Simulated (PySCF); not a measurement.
Species: C5H8NPSi.
Bonds: C1–C2, C2–N3 (aromatic), N3–C4 (aromatic), C4–C5 (aromatic), C5–Si6, C5–C7 (aromatic), C7–P8 (aromatic), C2–P8 (aromatic). Hydrogens: H9, H10, H11 on C1; H12 on C4; H13, H14, H15 on Si6; H16 on C7.

The calculation used PySCF 2.14.0, density-fitted response routines, TDDFT CAM-B3LYP/def2-SVPD, vertical, gas phase, core orbitals frozen in the response. Geometry: GFN2-xTB; no solvent, vibrations or thermal averaging. GFN2-xTB frequencies show an imaginary mode (30i cm⁻¹), so this geometry is no minimum at that level.

Computed states:

```
state  E (eV)       f
   S1    3.87  0.0046
   S2    4.20  0.0008
   S3    4.67   0.090
   S4    5.12   0.105
   S5    5.23  0.0066
   S6    5.71  0.0072
   S7    6.14   0.305
   S8    6.53   0.346
```

Broadening: Gaussians 0.25 eV wide at half height, area fixed by f = 4.319×10⁻⁹ ∫ε dν̃. The width is an assumption, not a result. The curve ends short of the highest state used, and states not computed would add to its high-energy end.

Question: What does the envelope look like, and where are its maxima?

Answer: 
λ (nm), ε (L mol⁻¹ cm⁻¹) and a bar:
```
    209.2       4382 ###########
    212.5        908 ##
    215.9        771 ##
    219.3        666 ##
    222.7        312 #
    226.1        151 
    229.4        509 #
    232.8       2209 ######
    236.2       6107 ################
    239.6      10547 ###########################
    242.9      11571 ##############################
    246.3       8318 ######################
    249.7       4141 ###########
    253.1       2168 ######
    256.5       3065 ########
    259.8       5897 ###############
    263.2       8856 #######################
    266.6       9587 #########################
    270.0       7615 ####################
    273.4       4539 ############
    276.7       2132 ######
    280.1        775 ##
    283.5        244 #
    286.9         99 
    290.3         84 
    293.6         94 
    297.0         98 
    300.4        100 
    303.8        120 
    307.1        176 
    310.5        273 #
    313.9        384 #
    317.3        468 #
    320.7        491 #
    324.0        448 #
    327.4        354 #
    330.8        246 #
    334.2        151 
    337.6         83 
    340.9         42 
    344.3         19 
    347.7          8 
    351.1          3 
    354.5          1
```

Maxima: 320 nm (3.87 eV), ε about 490, made up of S1 (100%); 266 nm (4.67 eV), ε about 9700, made up of S3 (100%); 242 nm (5.12 eV), ε about 12000, made up of S4 (96%); 217 nm (5.72 eV), ε about 780, made up of S6 (98%) (ε in L mol⁻¹ cm⁻¹; maxima over ε = 5, shares over 10%). At its high-energy end, 5.93 eV, the curve is still rising (ε about 4700, from S7).

Question: Coming from long wavelengths, where does ε first pass 100 L mol⁻¹ cm⁻¹?

Answer: At about 337 nm (3.68 eV), 0.19 eV below S1.

Question: On this curve, what absorbance would a 10⁻⁴ mol/L sample give at 266 nm over a 1 cm path?

Answer: 266 nm is 4.661 eV, where ε is about 9700 L mol⁻¹ cm⁻¹, so A = ε c l ≈ 0.97 (Beer–Lambert, with the gas-phase spectrum and the assumed width).

Question: What would ε be at 5.12 eV, the highest of these maxima, with half the width (0.125 eV)?

Answer: About 22800 L mol⁻¹ cm⁻¹ against 11800, a factor of about 1.9; a lone state at its own centre would give exactly 2.
